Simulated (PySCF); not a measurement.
NMR data simulated for an unnamed compound:

$^{1}$H NMR (600 MHz, computed): δ 8.24 (m, 1H), 7.69 (m, 1H), 7.59 (m, 1H), 7.25 (m, 1H), 5.82 (m, 1H), 5.56 (m, 1H), 2.45 (s, 3H).

$^{13}$C{$^{1}$H} NMR (computed): δ 166.7 (C), 152.1 (C), 143.2 (CH), 143.1 (C), 140.5 (CH), 137.0 (CH), 132.5 (CH), 130.7 (CH2), 128.7 (C), 23.2 (CH3).

- PBE0/pcSseg-1 with gauge-including orbitals
- GFN2-xTB structure
- code: PySCF
- in vacuum, equivalent nuclei averaged, one computed conformer, non-relativistic

δ = σ(ref) − σ, references computed at the same level: $^{1}$H (σ = 31.72 ppm) and $^{13}$C (σ = 186.93 ppm) against TMS.

Question: Which of these does the molecule contain: an aldehyde, a non-aromatic C=C double bond, a heteroaromatic ring, a benzene ring, a vinyl group CH=CH2, a (CH3)2CH unit?

Answer: 
- An aldehyde: no.
- A non-aromatic C=C double bond: yes.
- A heteroaromatic ring: no.
- A benzene ring: yes.
- A vinyl group CH=CH2: yes (δC 130.7, 143.2; δH 5.82 (m), 5.56 (m), 7.25 (m)).
- A (CH3)2CH unit: no.

The data belong to SMILES C=Cc1c(C)cccc1C(=O)F, C10H9FO; they needn't prove each group on their own.

Carbon signals by region: 1 in the far downfield region (above 160 ppm), 8 in the sp2 and nitrile region (100–160 ppm), 1 below 50 ppm. Above 160 ppm: 166.7, carbonyl carbon.

Splittings by $^{19}$F in the carbon and heteronuclear signals aren't shown, as no couplings were computed. Shifts are as computed. Against solution values, carbons near 30 ppm lie about +3 ppm off and those near 130 ppm about +5 ppm. Of 1211 compounds with measured shifts, 218 miss one by over three times the rms of a fit or turn the order of signals round; such compounds aren't used in these exercises. Multiplicities follow the n + 1 count of equivalent neighbours, as no J values were calculated; m marks all less simple cases, F and P coupling included.
